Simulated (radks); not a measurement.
Problem. These are the eigenvalues of the occupied orbitals of an atom or ion with whole-number occupations (hartree). Calculated with a radial shooting solver on a logarithmic mesh with Libxc functionals: non-relativistic Kohn-Sham, BLYP, spin-unpolarised, spherical densities, point nucleus.

orbital  eigenvalue
1s        -33.09355

Which element is it, and in what charge state? The configuration may be excited.

Solution. Z = 9, fluorine, charge +7: F7+ in [He]. The 1s level, -33.094 hartree, gives Z - s = 8.1 by -(Z - s)^2/2, which with screening narrows Z to a few neighbours, and the depths must fix Z and the occupations together.
